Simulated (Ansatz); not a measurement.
Nb2(F)10 (Nb₂F₁₀), relaxed as a singlet with RKS PBE-D4/def2-SVP in Ansatz, starting from the GFN1-xTB geometry. Force threshold 0.03 eV/Å.

In the def2 sets Nb takes a core potential; there is no spin–orbit coupling. The relaxation made no stability test and no search for a lower SCF solution.

Start:

```xyz
12

Nb   -0.250    0.662   -1.303
F     0.332   -0.827   -2.054
F    -1.686    0.698   -2.327
F    -0.798    2.059   -0.369
F     0.793    1.662   -2.314
F    -1.173   -0.456   -0.006
Nb    0.250   -0.663    1.303
F    -0.332    0.827    2.053
F     1.686   -0.698    2.327
F     0.798   -2.059    0.369
F    -0.793   -1.662    2.315
F     1.172    0.456    0.006
```

| step | energy (eV) | largest force component (eV/Å) | SCF passes |
| --- | --- | --- | --- |
| 1 | -30240.8710 | 3.112 | 19 |
| 2 | -30243.7902 | 0.787 | 26 |
| 3 | -30243.8984 | 0.151 | 22 |
| 4 | -30243.9011 | 0.025 | 22 |

Force components are those of the run's own axes.

End:

| atom | x (Å) | y (Å) | z (Å) |
| --- | --- | --- | --- |
| Nb1 | -0.291 | 0.770 | -1.514 |
| F2 | 0.344 | -0.855 | -2.191 |
| F3 | -1.836 | 0.751 | -2.518 |
| F4 | -0.845 | 2.181 | -0.418 |
| F5 | 0.871 | 1.803 | -2.505 |
| F6 | -1.132 | -0.440 | -0.006 |
| Nb7 | 0.291 | -0.770 | 1.514 |
| F8 | -0.344 | 0.855 | 2.190 |
| F9 | 1.836 | -0.751 | 2.518 |
| F10 | 0.845 | -2.181 | 0.418 |
| F11 | -0.870 | -1.803 | 2.505 |
| F12 | 1.132 | 0.440 | 0.006 |

By distances, no bond broke or formed. The bond that changes most is Nb1–F12, from 1.94 to 2.11 Å (atoms count from 1).

No frequencies were taken in this run, so the end may be a saddle point.

Run time 6.5 s (4 threads of Intel Xeon 6975P-C on a shared host).
